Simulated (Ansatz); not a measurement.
## Ligand exchange: GaH2(NH2) + Cd(CH3)(SH) → GaH2(SH) + Cd(CH3)(NH2)

Species: GaH2(NH2), singlet; Cd(CH3)(SH), singlet; GaH2(SH), singlet; Cd(CH3)(NH2), singlet. The partners trade NH2 for SH: Ga–NH2 and Cd–SH bonds give way to Ga–SH and Cd–NH2.

Shapes, held fixed at every level: PBE0-D4/def2-TZVP. Programs: Ansatz 0.2.0. Electronic energies: no zero-point or thermal term.

```tsv
level	kind	ΔE (kJ/mol)	less CCSD(T)/def2-TZVPP
r2SCAN-D4/def2-TZVPP	meta-GGA	+52.9	+0.3
PBE0-D4/def2-TZVPP	global hybrid	+53.8	+1.2
r2SCAN0-D4/def2-TZVPP	global hybrid	+57.0	+4.4
MP2/def2-SVP	perturbation theory	+58.9	+6.3
CCSD(T)/def2-SVP	coupled cluster or CI	+58.4	+5.8
CCSD/def2-TZVPP	coupled cluster or CI	+54.9	+2.3
CCSD(T)/def2-TZVPP	coupled cluster or CI	+52.6	0.0
```

The highest level, CCSD(T)/def2-TZVPP, gives ΔE = +52.6 kJ/mol; the levels span +52.6 to +58.9. The column of differences is taken from that level and isn't an error. No measured value is set beside it here. For atoms past krypton def2 sets carry core potentials with scalar relativity. Relativity is left out for Ga. Outer-core shells of Cd, Ga are correlated in most correlated rows, in sets that cover them unevenly.
